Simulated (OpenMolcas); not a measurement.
An OpenMolcas run meant for Pb+ (ANO-R3, X2C; inactive shells 1s 2s 2p 3s 3p 3d 4s 4p 4d 4f 5s 5p 5d; intended active space 3 electrons in 4 orbitals (6s 6p)). One step of its input:

```
&RASSCF
FileOrb=start.orb
Symmetry=2
Spin=4
nActEl=4 0 0
Inactive=20 19
Ras2=1 3
CIRoot=1 1 1
SDav=1
CIMx=300
Iter=95 100
PrWF=0.3
OrbListing=Nothing
MaxOrb=0
Atom
CIOnly
>>> COPY $Project.JobIph JOB001
```

Lines from the output:

```
--- SEWARD ---
Basis set label: PB.ANO-R...9S8P6D3F2G1H.

      Electronic valence basis set:
      ------------------
      Associated Effective Charge  82.000000 au
      Associated Actual Charge     82.000000 au
      Nuclear Model: Finite nucleus - Gaussian distribution
        Gaussian exponent, Xi/bohr**(-2):  1.37688E+08

      Shell  nPrim  nBasis  Cartesian Spherical Contaminant
         s      25       9        X
         p      22       8        X
         d      15       6                 X
         f       9       3                 X
         g       5       2                 X
         h       4       1                 X
                  Relativistic X2C integrals
                  Atomic mean-field integrals
--- RASSCF ---

 Nr of active orbitals     NAC=   4
 Spin degeneracy         ISPIN=   4
 There can be no such wave function.
 ************************************************
--- Stop Module: rasscf at  /rc=_RC_INPUT_ERROR_ ---
.####################.
.# User input error #.
.####################.
```

**Question.** What is wrong with the input?

**Answer.** nActEl holds one electron too many for this ion, which clashes with the multiplicity.
